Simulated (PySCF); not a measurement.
**Peak assignment**

Bonds (- single, = double, # triple, : aromatic): C1-C2, C2#C3, C3-C4, C4-B5, B5-C6, B5-C7. C1 carries H8, H9, H10; C4 carries H11, H12; C6 carries H13, H14, H15; C7 carries H16, H17, H18.

Computational details: shielding tensors at PBE0/pcSseg-1 (GIAO), J: B3LYP/pcJ-1 (spin–dipole term only in couplings to heteroatoms), structure optimised with PBE0-D3(BJ)/def2-SVP, in PySCF 2.14 (one averaged value for each set of equivalent atoms, single conformer, non-relativistic, in vacuum).

Scale: ¹³C (184.41 ppm) and ¹H (31.27 ppm) vs TMS (reference shieldings calculated alike).

Q: Assign these signals to the numbered atoms. ¹³C{¹H} NMR (computed): δ 83.8, 80.6, 23.2, 15.1, 4.8.

A: 
| δ (ppm) | atoms | environment | reason |
| --- | --- | --- | --- |
| 83.8 | C3 | alkyne carbon | the triple bond shields along its axis, which puts it between sp3 and sp2 carbons |
| 80.6 | C2 | alkyne carbon | – |
| 23.2 | C4 | propargylic sp3 CH2 bonded to B | – |
| 15.1 | C6/C7 | methyl carbon bonded to B | – |
| 4.8 | C1 | propargylic methyl carbon | a saturated carbon with 1 carbon neighbour and no heteroatom attached |

Q: Assign these signals to the numbered atoms. ¹H NMR (400 MHz, computed): δ 2.14 (q of sept, J = 3.7, 1.5 Hz, 2H), 1.85 (t, J = 3.7 Hz, 3H), 0.97 (t, J = 1.5 Hz, 6H).

A: 
| δ (ppm) | atoms | environment | reason |
| --- | --- | --- | --- |
| 2.14 | H11/H12 | hydrogen on a propargylic sp3 CH2 bonded to B | – |
| 1.85 | H8/H9/H10 | hydrogen on a propargylic methyl carbon | – |
| 0.97 | H13/H14/H15/H16/H17/H18 | hydrogen on a methyl carbon bonded to B | – |

A carbon bonded to boron is broadened by the quadrupolar boron nucleus and is often missing from a measured spectrum. Multiplet labels drop couplings under 1 Hz and merge nearly equal ones. Shifts are as computed. Against solution values, carbons near 30 ppm lie about +2 ppm off and those near 130 ppm about +5 ppm. Of 1309 compounds with measured shifts, 239 miss one by over three times the rms of a fit or turn the order of signals round; such compounds aren't used in these exercises.
